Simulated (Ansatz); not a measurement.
Reaction (cleavage of the Si–P bond): `CC[SiH2]P` + HBr → `CC[SiH2]Br` + PH₃

Calculated with Ansatz (gas phase, PBE0-D4/def2-TZVP geometries, no zero-point term in ΔE). CBS: MP2 limit from def2 TZ/QZ plus the TZ coupled-cluster correction, frozen cores. This one scheme is used for every species. Functionals use def2-TZVPP. For Br outer-core shells are correlated without core-valence functions, which leaves a few kJ/mol of doubt a bond. Scalar relativity is left out up to krypton. Each species was taken in one conformer, which may not be the lowest.

`CC[SiH2]P`:

```xyz
13

C    -1.234   -0.471   -1.088
C     0.280   -0.627   -0.982
Si    0.973   -0.175    0.704
P     0.496    1.987    1.157
H    -1.600   -0.775   -2.071
H    -1.541    0.567   -0.933
H    -1.752   -1.078   -0.341
H     0.783   -0.008   -1.732
H     0.574   -1.661   -1.195
H     0.427   -1.096    1.741
H     2.457   -0.296    0.708
H     0.983    1.912    2.489
H    -0.846    1.721    1.543
```

HBr:

Cartesian coordinates in Å:
```
Br -0.311 -0.234 0.594
H 0.311 0.234 -0.594
```

`CC[SiH2]Br`:

Cartesian coordinates in Å:
```
C -0.123 1.463 0.138
C 0.673 0.166 0.009
Si -0.432 -1.331 -0.121
Br 0.800 -3.180 -0.303
H 0.540 2.328 0.212
H -0.757 1.459 1.028
H -0.773 1.623 -0.726
H 1.319 0.190 -0.874
H 1.335 0.027 0.870
H -1.280 -1.484 1.089
H -1.301 -1.260 -1.322
```

PH₃:

Cartesian coordinates in Å:
```
P 0.193 -0.009 -0.548
H -1.176 -0.170 -0.206
H 0.355 1.109 0.313
H 0.628 -0.930 0.441
```

| species | PBE-QIDH energy (Eh) |
| --- | --- |
| `CC[SiH2]P` | -711.99380 |
| HBr | -2574.15055 |
| `CC[SiH2]Br` | -2943.24394 |
| PH₃ | -342.93065 |

Work out ΔE.

ΔE = (-2943.24394) + (-342.93065) − (-711.99380) − (-2574.15055) = -0.03024 Eh = -0.82 eV. CCSD(T)/CBS gives -0.82 eV.

Largest T1 diagnostic among the species: 0.013.

From PBE to PBE0 (25 % exact exchange), in def2-TZVPP and without D4, ΔE moves by −0.04 eV. In def2-TZVPP, CCSD(T) changes the Hartree–Fock value by +0.21 eV (the triples alone add +0.03 eV) and MP2 by +0.16 eV. At CCSD(T), def2-SVP lies +0.06 eV from the extrapolated value and def2-TZVPP +0.02 eV.
